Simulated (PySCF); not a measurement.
# How methods differ on the ionisation energy of Nb¹³⁺

Nb¹³⁺ [Ar] 3d10 (1S) → Nb¹⁴⁺ [Ar] 3d9 (2D), as a difference of total energies. Calculation: PySCF 2.14, in an even-tempered Gaussian basis (19 s from 0.93 bohr⁻², ratio 2.5; 13 p from 1.2 bohr⁻², ratio 2.5; 9 d from 1.2 bohr⁻², ratio 2.5; 4 f from 7.9 bohr⁻², ratio 2.7; 4 g from 12 bohr⁻², ratio 2.7); the spin-free X2C one-electron Hamiltonian (Gaussian nucleus). The calculations carry no spin-orbit coupling.

| method | ionisation energy (eV) |
| --- | --- |
| UHF | 483.18 |
| PBEsol | 483.89 |
| BP86 | 483.87 |

Breit and QED terms and the two-electron picture change are absent.

The reference lies between the lowest fine-structure levels, while these numbers refer to the centres of the terms.

For comparison: 482.5 ± 1.5 eV (semi-empirical (NIST evaluation); NIST Atomic Spectra Database, ionization energies).
